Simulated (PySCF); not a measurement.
Electron correlation in P³⁺ (phosphorus, charge +3)

[Ne] 3s2, closed-shell 1S. Computed with PySCF 2.14 in pcseg-2 (5s4p2d1f, 34 functions), with the non-relativistic Hamiltonian (point nucleus). Frozen: [Ne]; 2 electrons correlated.

Total MP2 correlation energy: -34.45 mhartree.

Same-spin part 0.00 and opposite-spin part -34.45 mhartree; SCS-MP2 scales them by 1/3 and 6/5 to -41.34 mhartree.

With two correlated electrons CCSD is exact within the correlated space (frozen core and kept virtual orbitals).

| level | correlation energy (mhartree) |
| --- | --- |
| CCSD | -48.83 |

Diagnostics: T1 = 0.0044, D1 = 0.0063, largest double amplitude 0.115.

**Question.** Is a single reference adequate?

**Answer.** Mostly. T1 lies below 0.03, but a double amplitude of this size points to a near-degeneracy that CCSD handles and MP2 describes poorly.
